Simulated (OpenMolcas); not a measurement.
An OpenMolcas run meant for Sm4+ (ANO-RCC-VQZP, DKH4; inactive shells 1s 2s 2p 3s 3p 3d 4s 4p 4d 5s 5p; intended active space 4 electrons in 7 orbitals (4f)). One step of its input:

```
&CASPT2
Multistate=21 1 2 3 4 5 6 7 8 9 10 11 12 13 14 15 16 17 18 19 20 21
Frozen=34 29
IPEA=0.25
Imaginary=0.1
MaxIter=60
WThr=0.0 0.3 0.05
PrWF=0.5
NoMix
```

Lines from the output:

```
...
  |    MOLCAS_STRUCTURE = 0
  |
   -----------------------------------------------------------------------------------------
++ ---------   Input file   ---------
>>> COPY JOB001 $Project.JobIph
&CASPT2
Multistate=21 1 2 3 4 5 6 7 8 9 10 11 12 13 14 15 16 17 18 19 20 21
Frozen=34 29
IPEA=0.25
Imaginary=0.1
MaxIter=60
WThr=0.0 0.3 0.05
PrWF=0.5
NoMix
-- ----------------------------------
>>> COPY JOB001 a.JobIph
*** symbolic link created: INPORB -> a.RasOrb
--- Start Module: caspt2 at  ---
()()()()()()()()()()()()()()()()()()()()()()()()()()()()()()()()()()()()()()()()()()()()()()()()()()
                                              &CASPT2
                                   only a single process is used
                       available to each process: 2.3 GB of memory, 1 thread
()()()()()()()()()()()()()()()()()()()()()()()()()()()()()()()()()()()()()()()()()()()()()()()()()()
 ###    WARNING: User changed nr of frozen orbitals.                         ###
 ###    ERROR: Too many frozen orbitals!                                     ###
--- Stop Module: caspt2 at  /rc=_RC_INPUT_ERROR_ ---
.####################.
.# User input error #.
.####################.
```

Task: What is wrong with the input?

Result: More orbitals are frozen than there are inactive ones.
